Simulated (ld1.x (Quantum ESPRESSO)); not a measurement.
The numbers below are computed, except where a source is named.
# Pseudopotentials across the periodic table

Generated with ld1.x 7.5 (TM, RRKJ, ultrasoft, PAW), atompaw 4.2 or ONCVPSP 4.0.1. The cutoff is in Ry: for ld1.x and atompaw files where the sum of valence levels is converged to 10 mRy in a Bessel basis, for ONCV files where the hardest occupied wave has 1 mHa per electron of residual kinetic energy. The error is the largest all-electron minus pseudo excitation energy over each file’s own four to seven test configurations (ionisations up to +4, promotions, holes and added fractions of an electron), all of which were solved. The labels leave out finer settings (local radius, basis sizes, second energies), which also bear on the numbers. Spin-polarised tests are not counted. The rows are a selection from randomly drawn settings: files with unsolved tests, undetermined cutoffs or missed reference levels are left out.

A true bound ghost makes a file unfit for plane-wave use even where its test errors are small: the radial tests pick states by their node count and pass the ghost by.

```csv
element,potential,cutoff (Ry),largest error (meV),bound ghosts
Cl,"ultrasoft, LDA (PZ), scalar-relativistic, rc 1.35/1.55/1.50 (spd), local smoothed, core correction no, reference 3s2 3p5",25,+202,none
Co,"TM, PBE, scalar-relativistic, rc 2.15/2.45/1.60 (spd), local smoothed, core correction yes, reference 3d7 4s1.75 4p0",100,-241,none
Rh,"ultrasoft, Wu–Cohen, fully relativistic, rc 1.50/2.20/2.35/1.70 (spdf), local smoothed, core correction no, reference 4s2 4p6 4d8 5s0.5 5p0",30,+105,none
Cd,"RRKJ, BP86, fully relativistic, rc 2.50/3.35 (sp), local smoothed, core correction no, reference 5s2 5p0",21,+180,none
In,"TM, PBEsol, scalar-relativistic, rc 1.70/1.90/1.00 (spd), local d, core correction yes, reference 4d10 5s1.5 5p1.5",100,-111,"s, p"
```

Question: Fill in the row for Sc: RRKJ, PBE, fully relativistic, rc 3.10/2.90/2.80 (spd), local s, core correction yes, reference 3d1 4s2 4p0.

Answer: cutoff 18 Ry, largest error +227 meV, bound ghosts: none.
